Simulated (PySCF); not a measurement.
PySCF input for ethenyl(ethynyl)silane (C4H6Si), SMILES C#C[SiH2]C=C, PBE-D3(BJ)/def2-SVP. Geometry optimised at PBE-D3(BJ)/def2-SVP. The values are those of a single conformer.

```python
import numpy as np
from pyscf import gto, scf, dft, df
from pyscf.hessian import thermo

mol = gto.M(
    atom='''
    C     2.48576970    0.48037268    1.18868740
    C     1.57133279    0.26055016    0.39762701
    Si    0.18197441   -0.07870564   -0.76369859
    C    -1.35622331   -0.59670013    0.17783595
    C    -2.53001736    0.06003817    0.09070301
    H     3.29288068    0.67584855    1.88289701
    H    -0.12418871    1.16291645   -1.55503489
    H     0.62935107   -1.16771779   -1.70199024
    H    -1.29454715   -1.48667864    0.83172738
    H    -2.64954111    0.95771073   -0.54108766
    H    -3.42676756   -0.26576580    0.64614858
    ''',
    basis='def2-SVP',
    charge=0,
    spin=0,
    max_memory=1600,
    verbose=3,
)
mf = dft.RKS(mol, xc='pbe').density_fit(auxbasis='def2-universal-jkfit')
mf.disp = 'd3bj'
mf.grids.level = 3
mf.conv_tol = 1e-11
mf.max_cycle = 100
mf.kernel()

# [left out here: the lines that compute and print the analytic Hessian (its translational invariance restored by hand, since the grid's response is missing), thermochemistry and intensities]
```

Log of the run:

```
converged SCF energy = -444.872141911455

WARN: DFTD3 does not support analytical Hessian, using finite difference


WARN: Mole.unit (angstrom) is changed to Bohr

Mode                                 0                   1                   2
Irrep
Freq [cm^-1]                       66.6381            123.8936            230.6963
Reduced mass [au]                   2.9859              2.5474              2.8746
Force const [Dyne/A]                0.0078              0.0230              0.0901
Char temp [K]                      95.8773            178.2554            331.9206
Normal mode                   x     y     z       x     y     z       x     y     z
       0   C                 0.09 -0.05 -0.05    0.10  0.06 -0.08    0.04 -0.10 -0.01
       1   C                 0.03 -0.00  0.01   -0.00 -0.01  0.06   -0.07  0.20  0.02
       2  Si                -0.01  0.04  0.05   -0.01 -0.01  0.07    0.01 -0.02 -0.00
       3   C                -0.01  0.06  0.07   -0.07 -0.08 -0.08   -0.01 -0.02 -0.02
       4   C                -0.07 -0.08 -0.12   -0.01  0.04 -0.03    0.00  0.00  0.01
       5   H                 0.14 -0.09 -0.10    0.18  0.11 -0.18    0.11 -0.32 -0.04
       6   H                -0.01  0.04  0.05   -0.00  0.03  0.12   -0.05 -0.17 -0.22
       7   H                -0.05  0.03  0.04    0.04  0.04  0.03    0.17 -0.13  0.21
       8   H                 0.04  0.16  0.21   -0.20 -0.22 -0.26   -0.01 -0.03 -0.04
       9   H                -0.12 -0.20 -0.27    0.11  0.18  0.14    0.01  0.02  0.03
      10   H                -0.08 -0.09 -0.14   -0.08  0.01 -0.16    0.01  0.01  0.02
Mode                                 3                   4                   5
Irrep
Freq [cm^-1]                      262.6712            311.6302            477.8851
Reduced mass [au]                   2.4511              2.9402              1.6065
Force const [Dyne/A]                0.0996              0.1682              0.2162
Char temp [K]                     377.9253            448.3665            687.5703
Normal mode                   x     y     z       x     y     z       x     y     z
       0   C                -0.04 -0.02  0.01   -0.01 -0.00  0.06    0.04  0.01  0.04
       1   C                 0.02  0.05 -0.07    0.15  0.05 -0.14    0.07  0.05 -0.02
       2  Si                -0.05  0.00  0.03    0.01 -0.01  0.03    0.02 -0.03 -0.01
       3   C                 0.03 -0.09  0.08   -0.05  0.02 -0.01   -0.09 -0.06 -0.07
       4   C                 0.12  0.04 -0.07   -0.07 -0.01  0.01   -0.06  0.02  0.03
       5   H                -0.08 -0.07  0.07   -0.13 -0.04  0.21    0.01 -0.02  0.08
       6   H                -0.27  0.04  0.17    0.01 -0.07 -0.06   -0.11  0.09  0.21
       7   H                -0.03  0.14 -0.12   -0.12 -0.12  0.10    0.18  0.22 -0.21
       8   H                -0.07 -0.08  0.10   -0.11 -0.12 -0.19   -0.04  0.17  0.24
       9   H                 0.31  0.02 -0.13   -0.05  0.11  0.18   -0.15 -0.16 -0.22
      10   H                 0.00  0.19 -0.17   -0.11 -0.17 -0.15    0.07  0.27  0.37
Mode                                 6                   7                   8
Irrep
Freq [cm^-1]                      594.9152            618.7060            684.3350
Reduced mass [au]                   1.7740              5.4251              2.8740
Force const [Dyne/A]                0.3699              1.2236              0.7930
Char temp [K]                     855.9505            890.1802            984.6057
Normal mode                   x     y     z       x     y     z       x     y     z
       0   C                 0.00 -0.01 -0.01    0.11  0.03  0.09   -0.03  0.01 -0.04
       1   C                -0.04  0.06  0.03    0.08  0.00  0.10   -0.02 -0.05 -0.01
       2  Si                 0.05 -0.06 -0.04   -0.06  0.00 -0.10    0.08  0.05 -0.03
       3   C                -0.00  0.07  0.08   -0.02 -0.02  0.06   -0.08 -0.07  0.11
       4   C                -0.04  0.00 -0.00   -0.01 -0.00 -0.00   -0.06  0.00  0.02
       5   H                 0.01 -0.03 -0.01    0.11  0.03  0.09   -0.08 -0.06  0.04
       6   H                -0.09  0.16  0.36   -0.13 -0.07 -0.18   -0.03 -0.08 -0.18
       7   H                -0.05  0.23 -0.40   -0.10 -0.07 -0.02    0.33  0.03  0.11
       8   H                -0.14 -0.06 -0.08   -0.04 -0.07 -0.00   -0.15 -0.09  0.10
       9   H                -0.03  0.11  0.15    0.10  0.03  0.02    0.14  0.01 -0.01
      10   H                -0.10 -0.19 -0.20   -0.08  0.03 -0.11   -0.19  0.14 -0.11
Mode                                 9                  10                  11
Irrep
Freq [cm^-1]                      692.5008            700.3144            729.8742
Reduced mass [au]                   1.2858              1.2928              1.1447
Force const [Dyne/A]                0.3633              0.3736              0.3593
Char temp [K]                     996.3545           1007.5965           1050.1265
[...]
       7   H                 0.65  0.22  0.06    0.11 -0.42  0.52    0.02 -0.00  0.01
       8   H                 0.07 -0.03 -0.06   -0.00 -0.03 -0.04    0.00  0.01  0.01
       9   H                 0.04  0.03  0.04    0.01 -0.02 -0.03   -0.16 -0.34 -0.46
      10   H                -0.02 -0.04 -0.06   -0.01  0.05  0.03   -0.16 -0.35 -0.47
Mode                                15                  16                  17
Irrep
Freq [cm^-1]                      979.0494           1002.3271           1227.9717
Reduced mass [au]                   1.2041              1.0797              1.3356
Force const [Dyne/A]                0.6800              0.6391              1.1866
Char temp [K]                    1408.6341           1442.1255           1766.7778
Normal mode                   x     y     z       x     y     z       x     y     z
       0   C                -0.00  0.00 -0.00   -0.00 -0.00  0.00   -0.00  0.00 -0.00
       1   C                 0.00  0.00 -0.00    0.00 -0.00  0.00   -0.00  0.00  0.00
       2  Si                 0.00 -0.02  0.01    0.00  0.00  0.01    0.01 -0.00 -0.00
       3   C                 0.01  0.05 -0.05    0.02  0.05  0.05   -0.04 -0.07  0.07
       4   C                -0.06 -0.04  0.05   -0.01 -0.01 -0.00   -0.01  0.09 -0.06
       5   H                -0.00 -0.00  0.00   -0.00  0.00 -0.00   -0.00 -0.00 -0.00
       6   H                -0.13 -0.03  0.03   -0.01 -0.04 -0.05   -0.04 -0.00  0.01
       7   H                 0.02  0.05 -0.05   -0.01  0.03 -0.04   -0.01 -0.01 -0.01
       8   H                 0.55  0.02 -0.14   -0.17 -0.43 -0.58    0.71 -0.17 -0.13
       9   H                 0.44 -0.05 -0.07   -0.10 -0.28 -0.38   -0.35  0.11  0.03
      10   H                -0.34  0.34 -0.18    0.07  0.23  0.26    0.12 -0.12  0.05
Mode                                18                  19                  20
Irrep
Freq [cm^-1]                     1370.8468           1621.5938           2083.4937
Reduced mass [au]                   1.1710              4.8910              5.8723
Force const [Dyne/A]                1.2965              7.5775             15.0191
Char temp [K]                    1972.3433           2333.1124           2997.6836
Normal mode                   x     y     z       x     y     z       x     y     z
       0   C                -0.00 -0.00 -0.00   -0.00 -0.00 -0.00    0.12  0.03  0.11
       1   C                -0.00  0.00  0.00   -0.00 -0.00  0.00   -0.16 -0.04 -0.14
       2  Si                -0.01 -0.00  0.00   -0.01  0.00  0.00    0.01  0.00  0.01
       3   C                 0.10 -0.04 -0.01    0.17 -0.08 -0.00    0.00  0.00  0.00
       4   C                -0.00 -0.00  0.00   -0.17  0.09 -0.01   -0.00  0.00  0.00
       5   H                -0.00 -0.00  0.00   -0.00  0.00 -0.00    0.23  0.05  0.20
       6   H                 0.02 -0.01  0.00    0.02 -0.00 -0.00   -0.00  0.03 -0.01
       7   H                -0.00  0.00  0.00   -0.01 -0.01  0.01    0.02 -0.03 -0.02
       8   H                -0.09 -0.02  0.04   -0.07 -0.06  0.07   -0.00 -0.00  0.00
       9   H                -0.61  0.06  0.17    0.20  0.08 -0.13    0.00  0.00  0.00
      10   H                -0.36  0.49 -0.24    0.00 -0.18  0.14   -0.00 -0.00 -0.00
Mode                                21                  22                  23
Irrep
Freq [cm^-1]                     2156.8469           2166.5910           3048.8168
Reduced mass [au]                   1.0400              1.0430              1.0585
Force const [Dyne/A]                2.8506              2.8845              5.7968
Char temp [K]                    3103.2224           3117.2420           4386.5686
Normal mode                   x     y     z       x     y     z       x     y     z
       0   C                 0.01  0.00  0.00    0.00  0.00  0.00    0.00  0.00  0.00
       1   C                -0.01 -0.00 -0.01   -0.00 -0.00 -0.00   -0.00 -0.00 -0.00
       2  Si                 0.01 -0.02 -0.02   -0.01  0.03 -0.02   -0.00  0.00 -0.00
       3   C                 0.00 -0.00 -0.00   -0.00  0.00 -0.00    0.00  0.01 -0.01
       4   C                -0.00  0.00 -0.00    0.00 -0.00  0.00   -0.06  0.03 -0.00
       5   H                 0.01  0.00  0.01    0.01  0.00  0.01   -0.00  0.00 -0.00
       6   H                 0.02 -0.08  0.04    0.20 -0.81  0.51   -0.00 -0.00  0.00
       7   H                -0.29  0.71  0.61    0.03 -0.05 -0.06   -0.00 -0.00  0.00
       8   H                 0.00 -0.00  0.00    0.01  0.00 -0.00    0.01 -0.18  0.13
       9   H                -0.00  0.00 -0.00    0.01  0.00 -0.00    0.06 -0.53  0.38
      10   H                 0.00 -0.00  0.00    0.00 -0.00  0.00    0.54  0.21 -0.35
Mode                                24                  25                  26
Irrep
Freq [cm^-1]                     3071.6038           3141.5322           3390.4757
Reduced mass [au]                   1.0917              1.1167              1.1564
Force const [Dyne/A]                6.0687              6.4934              7.8321
Char temp [K]                    4419.3539           4519.9654           4878.1397
Normal mode                   x     y     z       x     y     z       x     y     z
       0   C                -0.00 -0.00  0.00    0.00  0.00  0.00   -0.08 -0.02 -0.07
       1   C                 0.00  0.00 -0.00   -0.00  0.00 -0.00    0.02  0.01  0.02
       2  Si                -0.00  0.00  0.00    0.00 -0.00 -0.00   -0.00 -0.00 -0.00
       3   C                -0.01  0.07 -0.05    0.00 -0.01  0.01   -0.00 -0.00  0.00
       4   C                 0.01 -0.02  0.01   -0.04 -0.06  0.06   -0.00  0.00 -0.00
       5   H                 0.00  0.00  0.00   -0.00 -0.00 -0.00    0.69  0.17  0.59
       6   H                 0.00 -0.00  0.00    0.00  0.00 -0.00    0.00  0.00 -0.00
       7   H                 0.00 -0.00 -0.00   -0.00  0.00  0.00    0.00 -0.00 -0.00
       8   H                 0.05 -0.74  0.54   -0.01  0.09 -0.07    0.00  0.00 -0.00
       9   H                -0.02  0.19 -0.14   -0.07  0.53 -0.37   -0.00 -0.00  0.00
      10   H                -0.06 -0.03  0.04    0.54  0.20 -0.34    0.00 -0.00 -0.00
temperature 298.1500 [K]
pressure 101325.00 [Pa]
Rotational constants [GHz] 10.12715 1.96833 1.76936
Symmetry number 1
Zero-point energy (ZPE) 0.07616 [Eh]   199957.792 [J/mol]
                           tot       elec      trans        rot        vib
Entropy [J/mol/K]       340.659      0.000    163.732    111.350     65.577
Cv [J/mol/K]            102.010      0.000     12.472     12.472     77.066
Cp [J/mol/K]            110.324      0.000     20.786     12.472     77.066
Internal energy [J/mol]                      3718.434   3718.434 210866.991
Internal energy [Eh]   -444.78899  -444.87214
Enthalpy [J/mol]                             6197.391   3718.434 210866.991
Enthalpy [Eh]          -444.78805
Gibbs free energy [J/mol]                  -42619.290 -29480.535 191315.285
Gibbs free energy [Eh] -444.82674
mode   freq/cm-1   IR/(km/mol)
   1       66.64         0.194
   2      123.89         0.376
   3      230.70         5.057
   4      262.67         3.111
   5      311.63         9.261
   6      477.89         8.736
   7      594.92        61.028
   8      618.71        41.079
   9      684.33        20.473
  10      692.50        32.716
  11      700.31        33.775
  12      729.87         1.139
  13      828.45       299.794
  14      901.92        79.054
  15      944.75        31.480
  16      979.05        11.119
  17     1002.33         7.892
  18     1227.97         0.223
  19     1370.85        11.505
  20     1621.59         5.802
  21     2083.49        27.885
  22     2156.85        91.261
  23     2166.59        79.629
  24     3048.82        12.412
  25     3071.60         2.552
  26     3141.53         7.310
  27     3390.48        51.431
max |gradient| / (hartree/bohr): 3.536378731930012e-05
APT charges: [-0.2152 -0.4727  1.2965 -0.3473 -0.0245  0.2106 -0.2562 -0.27    0.017
  0.0295  0.0322]
```

The calculation finished and met its thresholds.
